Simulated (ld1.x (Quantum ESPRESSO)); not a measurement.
Ranking TM potentials for Cr

All share these settings but for the change named:

* Element: Cr
* Generator: ld1.x (Quantum ESPRESSO) 7.5
* Type: norm-conserving Troullier–Martins (Kleinman–Bylander form)
* Functional: PBE
* Relativity: scalar-relativistic
* Frozen core: [Ne]
* Valence charge: 14
* Reference configuration: 3s2 3p6 3d4 4s0 4p0 (charge +2)
* Partial waves: 3p (bound): rc 1.55 bohr; 3d (bound): rc 1.00 bohr; 3s (bound): rc 1.00 bohr
* Local potential: the s channel
* Core correction: none

Test errors are all-electron minus pseudo excitation energies from the reference, over 3s2 3p6 3d5 4s1 4p0; 3s2 3p6 3d5 4s0 4p0; 3s2 3p6 3d3 4s0 4p0; 3s1 3p6 3d5 4s1 4p0; 3s2 3p6 3d4 4s1 4p1; 3s2 3p6 3d5 4s0 4p1; 3s2 3p6 3d5.5 4s0.5 4p0. None of these files shows a bound ghost.

The base gives 110.9 meV.

Of 8 variants that were run, those that failed, showed a ghost or another fault, or gave nearly equal values are left out.

A variant can come out equal or close to the base, since the largest error may sit in a test that the change hardly touches while other tests move.

Question: Rank these variants by their largest absolute test error, smallest first.
A. all radii scaled by about 0.72 (s 0.72, p 1.12, d 0.72 bohr)
B. wave 3s (bound): rc 1.00 bohr becomes 3s (bound): rc 0.78 bohr
C. wave 3d (bound): rc 1.00 bohr becomes 3d (bound): rc 0.78 bohr

Answer: B (48.7 meV), A (56.1 meV), C (107.6 meV).
